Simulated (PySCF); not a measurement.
Computed properties of C2H8O2Si2, SMILES [C@@H]1(O)[SiH2]OC[SiH2]1

C2H8O2Si2, SMILES O[C@H]1[SiH2]CO[SiH2]1. Geometry optimised at B3LYP-D3(BJ)/def2-SVP. The structure was generated by enumeration; whether it is a known compound was not checked. The values are those of a single conformer. All values are computed for the isolated molecule unless a solvent is named; none is compared with measurement here.

**Structure.** All 36 harmonic modes at B3LYP-D3(BJ)/def2-SVP (PySCF) are real, so it is a minimum. With heavy atoms numbered as in [OH:1][C@H:2]1[SiH2:3][CH2:4][O:5][SiH2:6]1, the shortest bond between them is C4–O5 at 1.435 Å and the longest Si3–C4 at 1.938 Å.

**Vibrations.** The strongest infrared lines (harmonic, unscaled, degenerate partners summed) lie at 903 cm⁻¹ (306 km/mol, H 68 %, Si 20 %, C 9 %), 990 cm⁻¹ (173 km/mol, H 71 %, C 19 %), 2212 cm⁻¹ (167 km/mol, H 97 %). The softest mode is at 67 cm⁻¹ and the zero-point energy is 61.2 kcal/mol.

**Electronic structure.** B3LYP/def2-TZVP (PySCF) places the frontier levels at -6.80 and -0.15 eV, a gap of 6.65 eV, and gives a dipole moment of 1.08 D and a mean polarisability of 80.7 bohr³. PBE/def2-TZVP (PySCF) at the same geometry gives -5.65 and -0.80 eV, so its gap is 1.80 eV narrower. An orbital gap is neither the optical nor the fundamental gap.

**Excitations.** TDDFT-M06-2X/def2-SVPD (PySCF) has S1 at 5.76 eV (215 nm, f = 0.001, dark); the most intense of the 10 singlets computed lies at 6.57 eV (f = 0.09). T1 (TDA) is at 5.47 eV. TDDFT-PBE/def2-SVPD (PySCF) puts S1 at 4.97 eV. No vertical singlet excitation falls in the visible range (under 3.1 eV).

**NMR.** GIAO shifts at KT2/pcSseg-1 (PySCF) (non-relativistic, atoms alike by connectivity averaged): ¹³C from 57.1 to 62.3 ppm against TMS; ¹H from 0.0 to 5.4 ppm against TMS; ²⁹Si from -39.0 to 4.7 ppm against TMS.

**Solvation.** SMD-ωB97X/def2-SVP (PySCF) gives -4.9 kcal/mol in water, -4.5 kcal/mol in N,N-dimethylformamide, -5.7 kcal/mol in 1-octanol (1 M in both phases, gas-phase geometry); of these solvents 1-octanol holds the molecule best.
